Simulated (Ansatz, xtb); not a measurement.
**Ranking isomers of CH7SeSn+**

3 gas-phase structures of CH7SeSn+, found in a search over its isomers (lower ones may exist). Each was relaxed with GFN2-xTB:

A. `[CH3][SnH2][SeH2+]`, a singlet
B. `[SeH2+][CH2][SnH3]`, a singlet
C. `C[SeH+][SnH3]`, a singlet

Q: Which do you expect lowest at r2SCAN-D4/def2-SVP, and how would the others follow?

A: Calculated order at r2SCAN-D4/def2-SVP: A (0.0), C (3.7), B (36.0) kcal/mol.

Energies above the lowest of each column, in kcal/mol; the last columns are at B3LYP-D3(BJ)/def2-SVP geometries:

```json
{"structure": "A", "GFN2-xTB": "5.4", "HF/STO-3G": "3.3", "r2SCAN-D4/def2-SVP": "0.0", "B3LYP-D3(BJ)/def2-SVP": "0.0", "CCSD(T)/def2-SVP + ΔMP2/def2-TZVPP": "0.0"}
{"structure": "C", "GFN2-xTB": "0.0", "HF/STO-3G": "0.0", "r2SCAN-D4/def2-SVP": "3.7", "B3LYP-D3(BJ)/def2-SVP": "3.3", "CCSD(T)/def2-SVP + ΔMP2/def2-TZVPP": "4.2"}
{"structure": "B", "GFN2-xTB": "35.2", "HF/STO-3G": "47.7", "r2SCAN-D4/def2-SVP": "36.0", "B3LYP-D3(BJ)/def2-SVP": "35.8", "CCSD(T)/def2-SVP + ΔMP2/def2-TZVPP": "33.4"}
```

CCSD(T)/def2-SVP + ΔMP2/def2-TZVPP puts A lowest; GFN2-xTB picks C, HF/STO-3G picks C. Some further structures that were screened fall inside this span and aren't listed. Flexible structures stand in one conformer each, not always the lowest. Atoms past krypton carry core potentials in the def2 sets, without spin–orbit terms. ΔMP2 is the change of the MP2 energy from the smaller to the larger basis.

Programs: Ansatz 0.2.0, xtb 6.7.1.
